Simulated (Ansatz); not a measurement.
Mulliken charges of ClF₂H₃OSi₂, SMILES `F[SiH](F)O[SiH2]Cl` from r2SCAN/def2-TZVPP in Ansatz (PBE0-D4/def2-TZVP geometry).

```tsv
atom	x (Å)	y (Å)	z (Å)	charge (e)
F1	0.149	-1.748	1.551	-0.302
Si2	1.018	-0.525	1.056	0.839
F3	2.447	-1.082	0.684	-0.299
O4	0.366	0.101	-0.273	-0.377
Si5	-0.922	0.540	-1.169	0.581
Cl6	-2.304	1.464	0.025	-0.244
H7	1.141	0.457	2.135	-0.075
H8	-1.555	-0.656	-1.757	-0.061
H9	-0.466	1.507	-2.185	-0.061
```

Question: By hand: the dipole of these point charges (1 e Å = 4.8032 D).

Answer: Σ q r = (0.004, 0.243, -0.289) e Å, of length 0.378 e Å = 1.82 D.

Question: How does the dipole of the full density compare? (Estimate.)

Answer: The calculation gave: (-0.013, 0.166, -0.149) e Å, 1.07 D; the point charges give 1.70 times that, at 9° from its direction.

Point charges leave out the atoms' own dipoles, such as those of lone pairs, and Mulliken's split depends on the basis, so the two needn't agree.
